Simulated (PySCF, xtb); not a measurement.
chlorobenzene (C6H5Cl), SMILES Clc1ccccc1.

The structure is a stationary point at PBE0-D3(BJ)/def2-SVP.

Level of theory: IEF-PCM-ωB97X/def2-SVP (PySCF).

The values are the electrostatic part of the solvation free energy, E(continuum) − E(gas) at the gas-phase geometry, in a cavity of scaled van der Waals radii (PySCF's table); cavitation and dispersion terms are not included. In vacuum the orbital gap is 10.91 eV. The dipole moment in vacuum is 1.64 D.

Problem. Estimate the values in water (ε = 78.36), tetrahydrofuran (ε = 7.43), diethylether (ε = 4.24). (An estimate is asked for; the answer gives what the named calculation found.)

Solution. 
| solvent | ε | ΔG(elec) (kcal/mol) | dipole (D) | gap (eV) |
|---|---|---|---|---|
| water | 78.36 | -2.8 | 2.16 | 10.99 |
| tetrahydrofuran | 7.43 | -2.3 | 2.07 | 10.98 |
| diethylether | 4.24 | -1.9 | 2.00 | 10.97 |

For comparison, GFN2-xTB/ALPB(water) (xtb, at the GFN2-xTB geometry, all terms of that model) gives -1.8 kcal/mol.
